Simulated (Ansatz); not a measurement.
`C[BH][AlH2]` and `C[BH][SbH2]` differ in one atom or group.

Ansatz, PBE0-D4/def2-TZVP geometries, multiplicity 1. 

Elements past krypton have def2 core potentials.

```json
{"property": "LUMO energy (B3LYP/def2-TZVPP) / eV", "`C[BH][AlH2]`": "-1.90"}
{"property": "HOMO–LUMO gap (PBE/def2-TZVPP) / eV", "`C[BH][AlH2]`": "3.18"}
{"property": "zero-point energy (PBE0-D4/def2-TZVP) / kJ/mol", "`C[BH][AlH2]`": "159.0"}
{"property": "size of the dipole moment (ωB97M-V/def2-TZVPP) / D", "`C[BH][AlH2]`": "1.24"}
{"property": "HOMO energy (PBE/def2-TZVPP) / eV", "`C[BH][AlH2]`": "-5.87"}
{"property": "HOMO–LUMO gap (ωB97M-V/def2-TZVPP) / eV", "`C[BH][AlH2]`": "9.25"}
```

(1) What does the change do to each property? (Best estimate.)

## Answers

(1) Computed: 
```csv
property,`C[BH][SbH2]`,shift
LUMO energy (B3LYP/def2-TZVPP) / eV,-1.81,0.09
HOMO–LUMO gap (PBE/def2-TZVPP) / eV,3.28,0.10
zero-point energy (PBE0-D4/def2-TZVP) / kJ/mol,162.1,3.1
size of the dipole moment (ωB97M-V/def2-TZVPP) / D,1.21,-0.03
HOMO energy (PBE/def2-TZVPP) / eV,-5.83,0.04
HOMO–LUMO gap (ωB97M-V/def2-TZVPP) / eV,9.15,-0.10
```

With PBE0 the HOMO rises by 0.22 eV and the LUMO rises by 0.10 eV, so the gap narrows by about 0.12 eV. PBE moves the HOMO by 0.04 eV and ωB97M-V by 0.30 eV. Dipoles are sizes alone; their direction can turn.

B3LYP here is the variant with VWN-RPA as its local correlation; programs differ in this.

Spin–orbit coupling is left out; it splits and shifts lone-pair levels of the heavy atoms by tenths of an eV.
